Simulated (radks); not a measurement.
The numbers below are computed, except where a source is named.
Problem. These are the eigenvalues of the occupied orbitals of an atom or ion with whole-number occupations (hartree). Code: a radial shooting solver on a logarithmic mesh with Libxc functionals. Model: Dirac Kohn-Sham, PBE, spin-unpolarised, spherical densities, finite nucleus; Fermi nuclear charge, rms radius of each element as measured or else 0.836 A^(1/3) + 0.57 fm.

1s1/2: -460.7606
2s1/2: -60.38238
2p1/2: -54.30944
2p3/2: -52.77442
3s1/2: -9.17857
3p1/2: -7.10068
3p3/2: -6.88455
3d3/2: -3.30213
3d5/2: -3.26904
4s1/2: -1.81002
4p1/2: -1.35078

Which element is it, and in what charge state? The configuration may be excited. Open shells, if any, fill j = l - 1/2 first.

Solution. Z = 34, selenium, charge +3: Se3+ in [Ar] 3d10 4s2 4p1. The list shows which subshells hold electrons but not how many an open one holds; the 1s level, -460.76 hartree, gives Z - s = 30.4 by -(Z - s)^2/2, which with screening and relativity narrows Z to a few neighbours, and the depths of the outer levels then fix element, charge and occupations together.
